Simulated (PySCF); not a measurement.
Computed shifts of a molecule C2H4N2OSi, HF/pcSseg-1 (PySCF), GIAO, gas phase, equivalent atoms averaged, in ppm (number of nuclei): ²⁹Si: -6.4 (1). ¹⁵N: 425.2 (2). ¹³C: 177.5 (2). ¹H: 8.63 (2), 4.90 (1), 2.44 (1). References: ¹⁷O against H2O (σ = 333.0 ppm); ²⁹Si against TMS (σ = 393.8 ppm); ¹⁵N against NH3 (σ = 267.3 ppm); ¹³C against TMS (σ = 192.6 ppm); ¹H against TMS (σ = 31.99 ppm), references at their B3LYP-D3(BJ)/def2-TZVP geometries, non-relativistic. Geometry: B3LYP-D3(BJ)/def2-SVP. The values are those of a single conformer.

Question: Which molecule gave these data?
A) C1=NC=N[SiH2]O1
B) O[SiH]1N=CC=N1
C) N#C/N=C/O[SiH3]
D) O[Si@H]1C=NC=N1

Answer: B, O[SiH]1N=CC=N1
